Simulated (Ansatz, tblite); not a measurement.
Forces on the cluster VS₂ at its PBE0-D4/def2-TZVP geometry. The state is a doublet with charge 0.

The xTB rows come from tblite. The structure comes from a short search, and lower isomers may exist.

GFN1-xTB (tblite), largest force 0.57 eV/Å:

```xyz
3
positions Å, forces eV/Å
V    -0.072   -0.699    0.239   -0.056   -0.540    0.185
S    -0.810   -0.046   -1.528   -0.212    0.158   -0.493
S     0.882    0.745    1.289    0.268    0.382    0.308
```

GFN2-xTB (tblite), largest force 0.99 eV/Å:

```
V -0.097 -0.937 0.321
S 0.018 0.454 -0.212
S 0.079 0.483 -0.109
```

revPBE-D4/def2-TZVP (Ansatz), largest force 0.82 eV/Å:

```
V -0.080 -0.776 0.266
S -0.173 0.288 -0.488
S 0.253 0.487 0.222
```
